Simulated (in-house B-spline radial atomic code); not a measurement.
**Ionising the zinc ion Zn⁶⁺ with different functionals**

Computed with an all-electron radial atomic-structure program (B-spline basis): non-relativistic Hamiltonian, point nucleus, spin-polarised at highest spin, spherical fractional occupations for the functionals, and exact exchange of hybrids averaged over the configuration. The ionisation energy is the difference of two self-consistent energies, [Ar] 3d6 → [Ar] 3d5, without Breit or QED terms; ε is the level of the shell that loses the electron (its least bound occupied spin orbital).

```csv
method,rung,ΔSCF (eV),-ε(3d) (eV)
PBE0,global hybrid,136.23,126.57
B3LYP,global hybrid,136.50,125.99
TPSSh,global hybrid,136.04,123.96
M06-2X,global hybrid,136.21,131.23
BHandHLYP,global hybrid,135.99,130.42
r2SCAN0,global hybrid,135.30,125.89
B97-1,global hybrid,136.31,125.98
HSE06,range-separated hybrid,136.22,126.12
wB97X,range-separated hybrid,136.04,128.59
CAM-B3LYP,range-separated hybrid,136.44,127.99
LC-wPBE,range-separated hybrid,136.51,128.48
```

Task: Among the functionals, which spreads more, the ΔSCF values or the orbital energies?

Result: The orbital energies: ΔSCF values span about 1.21 eV and the orbital energies 7.27 eV; here energy differences depend much less on the functional than eigenvalues do.

Task: How do they compare with the NIST value?

Result: NIST lists 134 eV ± 1.2 (semi-empirical, ground level to ground level). Errors run from +1.40 to +2.61 eV. The correlated functionals all miss on the same side by more than they spread, so the cause is common to them (relativity, Breit-QED terms, multiplet and fine-structure energies, or a listed next ion that isn't the cheapest removal here) and closeness doesn't rank the functionals.
